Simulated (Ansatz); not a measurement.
KBr₂. Total charge 0; quartet. Geometry PBE-D4/def2-TZVP; atoms count from 1.

```
atom    x (Å)    y (Å)    z (Å)
  K1  -1.7152  -0.2645   2.0751
 Br2  -0.1817   0.1197  -1.8982
 Br3   1.8969   0.1447  -0.1769
```

In the quartet, Br2 and Br3 lie 2.70 Å apart (atoms count from 1), so these atoms are partly bonded to each other. At PBE0-D4/def2-TZVP a doublet of charge 0 lies 4.47 eV below the quartet, each at its own geometry. The structure comes from a short search, and lower isomers may exist.

Question: Estimate the Mulliken populations from the PBE0/def2-TZVP orbitals of Ansatz.

Answer: 
| atom | charge (e) | spin (α − β) |
| --- | --- | --- |
| K1 | -0.03 | 1.00 |
| Br2 | 0.02 | 1.00 |
| Br3 | 0.02 | 1.00 |
Mulliken values depend strongly on the basis.

Question: Where does the spin sit?

Answer: Summed by element: K 1.00, Br 2.00, of 3 unpaired in all. Largest on single atoms: Br2 1.00, Br3 1.00, K1 1.00.

Question: And the Mayer bond orders between heavy atoms (over 0.3)?

Answer: Br2–Br3 1.03 (2.70 Å).
